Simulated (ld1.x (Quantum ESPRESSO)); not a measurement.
# u(r) = r·R(r): atom against pseudo-atom (nitrogen (N))

Columns: radius, all-electron u(r) and pseudo u(r) of the 2s shell (level -18.58 eV) of nitrogen in the configuration [He] 2s2 2p3; PBE, scalar-relativistic, RRKJ scheme, ld1.x (Quantum ESPRESSO) 7.5.

```csv
r (bohr),all-electron,pseudo
0.082,0.3625,-0.0670
0.165,0.3521,-0.1366
0.248,0.1839,-0.2100
0.330,-0.0306,-0.2890
0.413,-0.2450,-0.3796
0.495,-0.4313,-0.4826
0.578,-0.5862,-0.5969
0.660,-0.7048,-0.7053
0.742,-0.7909,-0.7909
0.825,-0.8488,-0.8488
0.908,-0.8819,-0.8819
0.990,-0.8947,-0.8947
1.072,-0.8917,-0.8917
1.155,-0.8763,-0.8763
1.238,-0.8516,-0.8516
1.320,-0.8205,-0.8205
1.402,-0.7848,-0.7848
1.485,-0.7457,-0.7457
1.568,-0.7049,-0.7049
1.650,-0.6640,-0.6640
1.733,-0.6227,-0.6227
1.815,-0.5825,-0.5825
1.898,-0.5430,-0.5430
1.980,-0.5055,-0.5055
2.062,-0.4696,-0.4696
2.145,-0.4350,-0.4350
```

**Question.** How many radial nodes do the two functions have?

**Answer.** The all-electron 2s function has n − l − 1 = 1; the pseudo-wave has 0, since the states of the same l below it are removed with the core.

**Question.** At about which radius was the pseudo-wave matched?

**Answer.** 0.75 bohr, where the columns begin to agree (steps of 0.08 bohr).

**Question.** Is the pseudo-wave norm-conserving?

**Answer.** Yes: the RRKJ scheme keeps the norm inside the radius equal to the all-electron one, which fixes the energy derivative of the logarithmic derivative at the level.
